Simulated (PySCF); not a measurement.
## Energy of Nb²⁺ (niobium, charge +2) between two integer charges

The 4d alpha orbital of [Kr] 4d3 is emptied in steps (occupation f), with all orbitals relaxed, ending at [Kr] 4d2. Calculation: PySCF 2.14, in def2-SVP with the def2 core potential (28 electrons) (5s3p2d1f, 31 functions); scalar relativity through the core potential. The exact energy is a straight line in f; departures are measured from the line between the end points of the same method.

**Question.** Among BHandHLYP, wB97X, BLYP, which shows the largest delocalisation error (convex curve), and which is closest to linear?

**Answer.** Most convex: BLYP (-1.368 eV at f = 0.4); closest to linear: wB97X (-0.366 eV).

| f | BHandHLYP (eV) | wB97X (eV) | BLYP (eV) |
| --- | --- | --- | --- |
| 1 | 0.000 | 0.000 | 0.000 |
| 0.8 | -0.417 | -0.244 | -0.903 |
| 0.6 | -0.629 | -0.367 | -1.362 |
| 0.4 | -0.632 | -0.366 | -1.368 |
| 0.2 | -0.424 | -0.243 | -0.915 |
| 0 | 0.000 | 0.000 | 0.000 |

```json
{"method": "BHandHLYP", "E(f=0) − E(f=1) (eV)": "25.473", "−ε at f=1 (eV)": "22.884", "−ε at f=0.4 (eV)": "25.982"}
{"method": "wB97X", "E(f=0) − E(f=1) (eV)": "25.249", "−ε at f=1 (eV)": "23.732", "−ε at f=0.4 (eV)": "25.561"}
{"method": "BLYP", "E(f=0) − E(f=1) (eV)": "25.536", "−ε at f=1 (eV)": "19.930", "−ε at f=0.4 (eV)": "26.647"}
```

Reference removal energy between the ground levels: 25.04 eV (semi-empirical (NIST evaluation); NIST Atomic Spectra Database, ionization energies). The calculation has no spin-orbit coupling. The determinant left behind need not be the lowest term of the ion.
